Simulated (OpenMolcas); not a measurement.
## Mn5+, Tc5+, Re5+: d2 down the group

| Quantity | Value |
| --- | --- |
| Program | OpenMolcas |
| Method | SS-RASPT2, IPEA 0.25 Eh, imaginary shift 0.1 Eh |
| Basis | ANO-RCC-VTZP |
| Scalar Hamiltonian | DKH2, point nucleus |
| Spin-orbit coupling | state interaction with AMFI integrals over the reference wave functions, term energies averaged over their components |

Active space for each ion: 8 electrons in 8 orbitals (RAS1 p, at most 2 holes; RAS2 d); closed shells correlated by CASPT2: Mn5+ 3s; Tc5+ 4s; Re5+ 5s.

Computed levels in cm-1 above 3F2:

```json
{"Level": "3F3", "Mn5+": "785", "Tc5+": "2200", "Re5+": "8770"}
{"Level": "3F4", "Mn5+": "1772", "Tc5+": "4620", "Re5+": "15630"}
{"Level": "1D2", "Mn5+": "15780", "Tc5+": "11840", "Re5+": "17320"}
{"Level": "3P0", "Mn5+": "18710", "Tc5+": "12920", "Re5+": "15090"}
{"Level": "3P1", "Mn5+": "18990", "Tc5+": "13850", "Re5+": "20320"}
{"Level": "3P2", "Mn5+": "19620", "Tc5+": "16090", "Re5+": "29220"}
{"Level": "1G4", "Mn5+": "26140", "Tc5+": "19050", "Re5+": "28120"}
{"Level": "1S0", "Mn5+": "60230", "Tc5+": "42870", "Re5+": "52060"}
{"Level": "weight of 3F in the lowest level (%)", "Mn5+": "100", "Tc5+": "98", "Re5+": "88"}
```

Mixed levels, with the weight of the term that names them: Tc5+ 1D2 (75 %), Re5+ 1D2 (52 %), Re5+ 3P2 (62 %).

Measured, with the error of the calculation in %. Measured levels: Mn5+ from Corliss and Sugar, J. Phys. Chem. Ref. Data 6, 1253 (1977).

```
Level          Mn5+
  3F3    746 (+5.2)
  3F4   1669 (+6.2)
  1D2  15336 (+2.9)
  3P0  17782 (+5.2)
  3P1  18057 (+5.2)
  3P2  18628 (+5.3)
  1G4  25511 (+2.5)
```

The fine-structure level 3F4 changes by a factor of 8.82 from Mn5+ to Re5+.

Without spin-orbit coupling 1D lies 14850, 9680, 8710 cm-1 above 3F in that order; the difference to the level 1D2, of either sign, comes from spin-orbit coupling, which also lowers the zero.

CASPT2 breaks the degeneracy within a term, and the mean is taken; among the terms shown or strongly mixed into the levels shown the widest spread is 330 cm-1 (5d2 1G, Re5+). Active for correlation alone: 3p; no level in the range computed is led by a configuration that opens it, so any true level of that kind is missing (holds for Mn5+). Active for correlation alone: 4p; no level in the range computed is led by a configuration that opens it, so any true level of that kind is missing (holds for Tc5+). Active for correlation alone: 5p; no level in the range computed is led by a configuration that opens it, so any true level of that kind is missing (holds for Re5+). Measured partners are found by configuration, term and J. A level has none where our copy of the source lacks it or the pairing is in doubt (some pairs that miss far off the trend of their configuration count as doubtful), and it then counts in no deviation. Only configurations of the active space appear.
